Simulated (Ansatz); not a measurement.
`[NH2][GaH][SiH2]O` + `C=C(O)[SiH3]` → `O[SiH2][GaH][SiH3]` + `C=C(N)O`  (formal exchange of groups at a Ga–N bond)

Calculated with Ansatz (gas phase, PBE0-D4/def2-TZVP geometries, no zero-point term in ΔE). CBS: MP2 limit from def2 TZ/QZ plus the TZ coupled-cluster correction, frozen cores. Functionals use def2-TZVPP. For Ga outer-core shells are correlated without core-valence functions, which leaves a few kJ/mol of doubt a bond. Scalar relativity is left out up to krypton. Each species was taken in one conformer, which may not be the lowest.

```tsv
level	ΔE (kJ/mol)
PBE	32.3
CCSD/def2-TZVPP	53.0
```

Task: What does CCSD(T)/CBS give? (An estimate is asked.)

Result: Ansatz gave: +59.1 kJ/mol. The listed levels differ from it by -26.8, -6.1 kJ/mol.

Largest T1 diagnostic among the species: 0.014.

In def2-TZVPP, CCSD(T) changes the Hartree–Fock value by +10.7 kJ/mol (the triples alone add +2.1 kJ/mol) and MP2 by +16.9 kJ/mol.
